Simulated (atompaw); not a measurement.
# Cutoff test, Tl, PAW (atompaw)

| Quantity | Value |
| --- | --- |
| Element | thallium (Tl) |
| Generator | atompaw 4.2.0.5 |
| Type | PAW |
| Functional | PBE |
| Relativity | scalar-relativistic |
| Frozen core | [Kr] 4d10 4f14 |
| Valence charge | 21 |
| Reference configuration | 5s2 5p6 5d10 6s2 6p0 (charge +1) |
| Partial waves | 5s (bound): rc 1.10 bohr; 6s (bound): rc 1.55 bohr; 5p (bound): rc 1.75 bohr; 6p (bound, empty): rc 1.75 bohr; 5d (bound): rc 2.10 bohr; 5d channel at 0.15 Ry: rc 2.10 bohr |
| Local potential | troulliermartins scheme with l = 3 at 0 Ry, radius 1.50 bohr |
| Core correction | smooth core density matched at 1.30 bohr |
| Augmentation charge | besselshape compensation charge, radius 1.75 bohr; PAW radius 2.10 bohr; waves and projectors: custom polynom2 7 10 vanderbiltortho |

The pseudo-atom Hamiltonian at the reference potential is diagonalised in spherical Bessel functions j_l(qr) that vanish at 20 bohr, with q² up to the cutoff. All-electron valence levels (Ry): 5s -10.1635, 6s -1.1987, 5p -6.1290, 6p -0.6019, 5d -1.6725.

Q: How do the lowest levels (Ry) of each channel move with the cutoff, and are there ghosts?

A:

```csv
cutoff (Ry),s #1,s #2,p #1,p #2,d #1,f #1,f #2,Σ f·Δε (mRy)
8,-8.6287,-1.0322,-4.5704,-0.4814,-0.8770,-0.0508,0.0440,20709.1
18,-10.1250,-1.1967,-6.1100,-0.6000,-1.6653,-0.0509,0.0437,265.9
35,-10.1585,-1.1986,-6.1287,-0.6019,-1.6723,-0.0509,0.0435,13.0
60,-10.1628,-1.1987,-6.1288,-0.6019,-1.6724,-0.0509,0.0435,3.6
100,-10.1633,-1.1987,-6.1288,-0.6019,-1.6724,-0.0509,0.0435,1.3
160,-10.1634,-1.1987,-6.1289,-0.6019,-1.6725,-0.0509,0.0435,0.5
400,-10.1635,-1.1987,-6.1290,-0.6019,-1.6725,-0.0509,0.0435,0.0
```

Result: no extra level below or beside the all-electron valence levels (s, p, d, f tested); 10 mRy is reached at 40 Ry and 1 mRy at 120 Ry.
